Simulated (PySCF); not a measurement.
Cl2GaHO, SMILES [OH][Ga]([Cl])[Cl].

The structure is a stationary point at B3LYP-D3(BJ)/def2-SVP. Other conformers were not sampled.

Level of theory: PySCF with IEF-PCM-B3LYP/def2-SVP.

The values are the electrostatic part of the solvation free energy, E(continuum) − E(gas) at the gas-phase geometry, in a cavity of scaled van der Waals radii (PySCF's table); cavitation and dispersion terms are not included. A continuum can't describe solvent molecules that bind to the metal. In vacuum the orbital gap is 7.02 eV. The dipole moment in vacuum is 1.60 D.

| solvent | ε | ΔG(elec) (kcal/mol) | dipole (D) | gap (eV) |
|---|---|---|---|---|
| water | 78.36 | -6.7 | 2.05 | 7.21 |
| benzene | 2.27 | -2.9 | 1.79 | 7.12 |
| diethylether | 4.24 | -4.5 | 1.89 | 7.17 |
